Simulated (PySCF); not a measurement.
**Successive ionisation energies of lutetium**

Calculated with PySCF 2.14, two-component X2C-1e (Gaussian nucleus, no Breit or QED terms), each ion in its own even-tempered basis; GMP2 freezes the deep shells of the larger ions and drops the highest virtual spinors; eV.

| ion | configuration | GHF (spin-free) | GHF (screened spin-orbit) | GMP2 (screened spin-orbit) | NIST | kind |
| --- | --- | --- | --- | --- | --- | --- |
| Lu⁵⁰⁺ | [Ar] 3d3 | 4509.5 | 4533.8 | 4534.5 | 4532 ± 4 | theoretical |
| Lu⁵¹⁺ | [Ar] 3d2 | 4642.5 | 4675.4 | 4675.1 | 4673 ± 4 | theoretical |
| Lu⁵²⁺ | [Ar] 3d1 | 4767.6 | 4805.6 | 4805.1 | 4803 ± 4 | theoretical |
| Lu⁵³⁺ | [Ar] | 5256.5 | 5171.0 | 5172.0 | 5168 ± 5 | theoretical |
| Lu⁵⁴⁺ | [Ne] 3s2 3p5 | 5368.2 | 5285.6 | 5286.7 | 5282 ± 5 | theoretical |
| Lu⁵⁵⁺ | [Ne] 3s2 3p4 | 5480.7 | 5411.5 | 5411.9 | 5408 ± 5 | theoretical |
| Lu⁵⁶⁺ | [Ne] 3s2 3p3 | 5632.1 | 5528.2 | 5528.8 | 5525 ± 5 | theoretical |
| Lu⁵⁷⁺ | [Ne] 3s2 3p2 | 5746.4 | 5943.0 | 5944.8 | 5937 ± 6 | theoretical |
| Lu⁵⁸⁺ | [Ne] 3s2 3p1 | 5862.1 | 6076.6 | 6076.7 | 6070 ± 6 | theoretical |
| Lu⁵⁹⁺ | [Ne] 3s2 | 6331.3 | 6330.8 | 6334.6 | 6326 ± 7 | theoretical |
| Lu⁶⁰⁺ | [Ne] 3s1 | 6457.7 | 6457.2 | 6458.0 | 6452 ± 10 | theoretical |
| Lu⁶¹⁺ | [Ne] | 14579.7 | 14242.5 | 14244.1 | 14228 ± 12 | theoretical |

Question: Where is the largest relative jump?

Answer: From Lu⁶⁰⁺ to Lu⁶¹⁺: 6458.0 to 14244.1 eV, where the electron removed from [Ne] comes from a deeper shell or subshell.
